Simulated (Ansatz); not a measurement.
Mulliken charges of CH5SiTe (`C[SiH2][Te]`) radical from PBE/def2-TZVPP in Ansatz (PBE0-D4/def2-TZVP geometry).

| atom | x (Å) | y (Å) | z (Å) | charge (e) |
| --- | --- | --- | --- | --- |
| C1 | -0.676 | 0.774 | -0.166 | -0.350 |
| Si2 | 0.499 | -0.674 | -0.070 | 0.193 |
| Te3 | 1.757 | -0.799 | 2.077 | -0.089 |
| H4 | -1.205 | 0.771 | -1.124 | 0.110 |
| H5 | -0.133 | 1.717 | -0.075 | 0.112 |
| H6 | -1.412 | 0.726 | 0.638 | 0.114 |
| H7 | 1.500 | -0.610 | -1.168 | -0.046 |
| H8 | -0.238 | -1.963 | -0.168 | -0.045 |

By hand: the dipole of these point charges (1 e Å = 4.8032 D).

Σ q r = (-0.190, 0.146, -0.138) e Å, of length 0.277 e Å = 1.33 D.

How does the dipole of the full density compare? (Best estimate.)

Ansatz gave: (-0.196, 0.146, -0.156) e Å, 1.39 D; the point charges give 0.96 times that, at 3° from its direction.

Point charges leave out the atoms' own dipoles, such as those of lone pairs, and Mulliken's split depends on the basis, so the close match here is no proof of good charges.
